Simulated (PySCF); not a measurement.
Planning a shielding job on `C[SiH2]O[SiH](C)C`.

Method: GIAO PBE0/pcSseg-1 NMR shielding, non-relativistic, gas phase (PySCF 2.14.0, density-fitted response routines). Geometry: GFN2-xTB. Work: shieldings, charges and field gradients, density and orbital grids written, density fitting. A driver script takes a list of jobs; this job's settings line and coordinates (Å) are shown.

Command:
```bash
OMP_NUM_THREADS=1 python probes_run.py task.json out
```

Input:
```
{"job": {"kind": "nmr", "xc": "PBE0", "basis": "pcSseg-1"}, "charge": 0, "multiplicity": 1}
C     -2.913348     0.048278    -0.396148
Si    -1.609678    -1.296671    -0.098010
O     -0.161532    -0.790714    -0.620530
Si     1.123628     0.140406    -0.978852
C      2.675351    -0.769184    -0.372520
C      0.952416     1.829792    -0.125660
H     -3.902037    -0.289933    -0.100910
H     -2.691443     0.948866     0.170629
H     -2.960330     0.328031    -1.445492
H     -1.469097    -1.579246     1.333184
H     -1.886017    -2.503198    -0.879412
H      1.097420     0.274644    -2.440628
H      2.732448    -1.768108    -0.794156
H      2.680471    -0.871785     0.709301
H      3.578656    -0.238705    -0.657048
H      0.905287     1.725860     0.955254
H      0.047359     2.339938    -0.442967
H      1.791686     2.478048    -0.357212
```

Hardware: one thread of an Arm Neoverse V2, no GPU (shared host). PySCF's memory limit was set to 1040 MB.

Problem. How large is the basis?

Solution. 176 functions for 66 electrons, with 960 fitting functions; the fitted three-index integrals, 960 × 176 × 177/2 numbers of 8 bytes, come to 110 MiB.

Problem. How long does the run take?

Solution. About 30 s. The SCF took 12 cycles.

Problem. Estimate the peak memory.

Solution. About 0.80 GiB. Peak memory is the resident size of the whole Python process, interpreter and libraries included.

The SCF part of the output:
```
coarse grid: 15032 points
cycle   1  E = -775.1441944026  dE =  2.847e-01  |g| = 8.760e-01  |ddm| = 3.639e+00
cycle   2  E = -774.9685611710  dE =  1.756e-01  |g| = 1.294e+00  |ddm| = 1.738e+00
cycle   3  E = -775.2895709281  dE = -3.210e-01  |g| = 1.637e-01  |ddm| = 1.235e+00
cycle   4  E = -775.2949318700  dE = -5.361e-03  |g| = 3.542e-02  |ddm| = 1.418e-01
cycle   5  E = -775.2952439021  dE = -3.120e-04  |g| = 5.274e-03  |ddm| = 3.385e-02
cycle   6  E = -775.2952505201  dE = -6.618e-06  |g| = 1.066e-03  |ddm| = 7.294e-03
final grid: 133152 points
cycle   7  E = -775.3392495387  dE = -2.004e-05  |g| = 1.093e-02  |ddm| = 2.011e-02
cycle   8  E = -775.3392255185  dE =  2.402e-05  |g| = 1.559e-02  |ddm| = 1.798e-02
cycle   9  E = -775.3392744062  dE = -4.889e-05  |g| = 1.578e-03  |ddm| = 1.119e-02
cycle  10  E = -775.3392748987  dE = -4.925e-07  |g| = 1.444e-04  |ddm| = 1.296e-03
cycle  11  E = -775.3392749030  dE = -4.351e-09  |g| = 3.753e-05  |ddm| = 1.683e-04
cycle  12  E = -775.3392749033  dE = -2.892e-10  |g| = 8.639e-06  |ddm| = 4.795e-05
converged SCF energy = -775.3392749033
```

On the final grid dE counts from the start density on that grid.

Times come from a shared host and carry two figures at best.
